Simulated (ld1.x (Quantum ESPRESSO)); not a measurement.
Si: one change to an RRKJ potential, before and after

silicon, norm-conserving RRKJ (Kleinman–Bylander form), made with ld1.x (Quantum ESPRESSO) 7.5 (PBE, non-relativistic). Core [Ne], reference 3s2 3p0 (charge +2). Waves: 3s (bound): rc 1.50 bohr; 3p (bound, empty): rc 1.35 bohr. Local part: all-electron potential smoothed inside 1.35 bohr (lloc = -1). Core correction: Bessel-smoothed model core inside 0.65 bohr. rho0 = 0.02.

All-electron outer shells of the reference configuration (PBE, non-relativistic, ld1.x):

```
shell  level (eV)  outermost node (bohr)  outermost maximum (bohr)
   3s      -28.48                   0.72                      1.71
   3p      -20.52                   0.71                      1.91
```

Change: reference 3s2 3p1.5.

Cutoffs: the cutoffs (Ry, on a coarse ladder) from which the occupation-weighted sum of valence levels, in a spherical-Bessel basis at the reference potential, stays within 10 and 1 mRy of its value at 400 Ry; they do not see the model core or the augmentation charge, which bear on the density cutoff. Errors are all-electron minus pseudo energies relative to the spin-unpolarised reference configuration.

Q: What does the change do?

A: The potential gets harder (30 Ry and 50 Ry → 50 Ry and 70 Ry); the range in which the s phases agree widens (upper end -0.7 → 0.4); neither file shows a bound ghost.

```csv
quantity,base,changed
"cutoff, loose",30 Ry,50 Ry
"cutoff, tight",50 Ry,70 Ry
bound ghosts,none,none
"largest error over its own tests, meV",+36,+54
s: phases at 1.66 bohr within 0.05 rad from the reference energy up to (Ry; the scan ends near 5),-0.7,0.4
p: phases at 1.66 bohr within 0.05 rad from the reference energy up to (Ry; the scan ends near 5),-0.2,0.6
```

Base: The cutoffs count occupied waves only; the empty 3p level needs 45 Ry at the loose tolerance.
